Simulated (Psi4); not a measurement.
F6Re (SMILES [F][Re+]([F])([F])([F])([F])[F]), charge +1, singlet, geometry from GFN2-xTB (such geometries of metal compounds can be far from the true shape) (the multiplicity is a formal guess) (core potentials on Re); B3LYP/def2-SVP (Psi4).

Psi4 was given this input:
```
memory 2 GB

molecule {
1 1
Re    0.00000000   -0.00000000   -0.00000000
F     1.06169028   -0.44249112   -1.29720893
F    -1.06169028    0.44249112    1.29720893
F    -1.08091769    0.73857109   -1.13660253
F    -0.84271367   -1.50480895   -0.17640667
F     0.84271367    1.50480895    0.17640667
F     1.08091769   -0.73857109    1.13660253
}

set {
  basis def2-svp
}

energy('b3lyp')
print_variables()
```

It wrote (shortened):

```
   => Loading Basis Set <=

    Name: DEF2-SVP
    Role: ORBITAL
    Keyword: BASIS

    !!!  WARNING: ECP capability is in beta. Please check occupations closely.  !!!

         ---------------------------------------------------------
                                   SCF
               by Justin Turney, Rob Parrish, Andy Simmonett
                          and Daniel G. A. Smith
                              RKS Reference
         ---------------------------------------------------------

  ==> Geometry <==

    Molecular point group: d2h
    Full point group: Ih

    Geometry (in Angstrom), charge = 1, multiplicity = 1:

       Center              X                  Y                   Z               Mass
    ------------   -----------------  -----------------  -----------------  -----------------
         RE           0.000000000000     0.000000000000     0.000000000000   186.955750100000
         F           -0.000000000000     1.733705756464     0.000000000000    18.998403162730
         F            0.000000000000    -1.733705756464     0.000000000000    18.998403162730
         F           -1.225915089490    -0.000000000000     1.225915091735    18.998403162730
         F           -1.225915089490    -0.000000000000    -1.225915091735    18.998403162730
         F            1.225915089490     0.000000000000     1.225915091735    18.998403162730
         F            1.225915089490     0.000000000000    -1.225915091735    18.998403162730

  Running in d2h symmetry.

  Rotational constants: A =      0.07380  B =      0.07380  C =      0.07380 [cm^-1]
  Rotational constants: A =   2212.53083  B =   2212.53082  C =   2212.53081 [MHz]
  Nuclear repulsion =  494.107025594949050

  Charge       = 1
  Multiplicity = 1
  Electrons    = 68
  Nalpha       = 34
  Nbeta        = 34

  ==> Algorithm <==

  SCF Algorithm Type is DF.
  DIIS enabled.
  MOM disabled.
  Fractional occupation disabled.
  Guess Type is SAD.
  Energy threshold   = 1.00e-06
  Density threshold  = 1.00e-06
  Integral threshold = 1.00e-12

  ==> Primary Basis <==

  Basis Set: DEF2-SVP
    Blend: DEF2-SVP
    Number of shells: 48
    Number of basis functions: 116
    Number of Cartesian functions: 127
    Spherical Harmonics?: true
    Max angular momentum: 3

  Core potential: DEF2-SVP
    Number of shells: 4
    Number of ECP primitives: 10
    Number of ECP core electrons: 60
    Max angular momentum: 3

  ==> DFT Potential <==

   => LibXC <=

    Version 7.1.2
[...]
   @DF-RKS iter   8:  -676.60563170242983   -1.23945e-06   2.12494e-05 DIIS
   @DF-RKS iter   9:  -676.60563204679943   -3.44370e-07   2.61008e-06 DIIS
   @DF-RKS iter  10:  -676.60563205138260   -4.58317e-09   2.97517e-07 DIIS
  Energy and wave function converged.

  ==> Post-Iterations <==

   Electrons on quadrature grid:
      Ntotal   =   68.0000835032 ; deviation = 8.350e-05

    Orbital Energies [Eh]
    ---------------------

    Doubly Occupied:

[...]
       2B1g   -0.717194

    Virtual:

[...]
      27Ag   503.823830

    Final Occupation by Irrep:
             Ag   B1g   B2g   B3g    Au   B1u   B2u   B3u
    DOCC [     8,    2,    4,    2,    1,    6,    5,    6 ]
    NA   [     8,    2,    4,    2,    1,    6,    5,    6 ]
    NB   [     8,    2,    4,    2,    1,    6,    5,    6 ]

  @DF-RKS Final Energy:  -676.60563205138260

   => Energetics <=

    Nuclear Repulsion Energy =            494.1070255949490502
    One-Electron Energy =               -1932.1921636683118777
    Two-Electron Energy =                 818.9436908083490607
    DFT Exchange-Correlation Energy =     -57.4641847863687545
    Empirical Dispersion Energy =           0.0000000000000000
    VV10 Nonlocal Energy =                  0.0000000000000000
    Total Energy =                       -676.6056320513825995

Computation Completed

Properties will be evaluated at   0.000000,   0.000000,   0.000000 [a0]

Properties computed using the SCF density matrix

 Multipole Moments:

 ------------------------------------------------------------------------------------
     Multipole            Electronic (a.u.)      Nuclear  (a.u.)        Total (a.u.)
 ------------------------------------------------------------------------------------

 L = 1.  Multiply by 2.5417464519 to convert [e a0] to [Debye]
 Dipole X            :          0.0000000            0.0000000            0.0000000
 Dipole Y            :          0.0000000            0.0000000            0.0000000
 Dipole Z            :          0.0000000            0.0000000            0.0000000
 Magnitude           :                                                    0.0000000

 ------------------------------------------------------------------------------------

  Variable Map:
  ----------------------------------------------------------------------------
[...]
  Array Variable Map:
  ----------------------------------------------------------------------------
[...]
[...]
```
